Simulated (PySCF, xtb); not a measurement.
CCl2, SMILES Cl[C]Cl (connectivity only; charge and spin as stated), neutral, multiplicity 1.

GFN2-xTB run with xtb 6.7.1 at its own geometry gives an orbital gap of 1.83 eV and a dipole moment of 1.43 D.

Geometry: PBE0-D3(BJ)/def2-TZVP. The isomer is the one that the SMILES or the coordinates give; other isomers of the formula were not compared.

Question: What does PBE/def2-TZVPD (PySCF) give? (Estimate from the structure and the level; the computed values follow.)

Answer: gap 1.80 eV (levels -6.19 and -4.40 eV), dipole 1.16 D.
